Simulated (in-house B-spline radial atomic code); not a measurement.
Configurations of Ca³⁺, with energies counted from [Ne] 3s2 3p5. Computed with a radial B-spline atomic code at the basis-set limit: scalar-relativistic (X2C) PBEsol, spin-polarised, spherical fractional occupations, Fermi nucleus of rms radius 3.4776 fm. Shells without spins written out take the highest spin.

Occupations are held fixed; configurations that lie above the ionisation limit could autoionise.

```
                             configuration  E - E(ref) (eV)  highest orbital  its <r> (bohr)
                              [Ne] 3s1 3p6           19.564          3p down           1.207
[Ne] 3s2 3p(1 up, 3 down) 4p(1 up, 0 down)           41.575            4p up           3.064
                          [Ne] 3s1 3p5 3d1           45.856            3d up           1.391
                          [Ne] 3s2 3p4 4f1           52.878            4f up            4.18
                          [Ne] 3s1 3p5 4d1           68.216            4d up           3.698
                  [He] 2s2 2p5 3s2 3p5 3d1            351.6            3d up           1.291
                  [He] 2s2 2p5 3s2 3p5 4f1           381.04            4f up           4.204
```

(1) Order these further configurations by energy, lowest first.
A. [Ne] 3s(0 up, 1 down) 3p(3 up, 2 down) 3d(0 up, 1 down)
B. [Ne] 3s2 3p4 3d1
C. [Ne] 3s(0 up, 1 down) 3p(3 up, 2 down) 4p(0 up, 1 down)
D. [He] 2s2 2p(3 up, 2 down) 3s2 3p(2 up, 3 down) 4p(1 up, 0 down)
E. [Ne] 3s2 3p4 4p1

(2) How far above the reference does [Ne] 3s1 3p5 4s1 lie?

(3) How far above the reference does [He] 2s2 2p5 3s2 3p5 4s1 lie?

Results:

(1) B (26.304 eV), E (41.159 eV), A (48.498 eV), C (62.879 eV), D (369.3 eV).

(2) 55.912 eV; its least bound orbital is 4s up with <r> = 2.702 bohr.

(3) 363.47 eV; its least bound orbital is 4s up with <r> = 2.654 bohr.
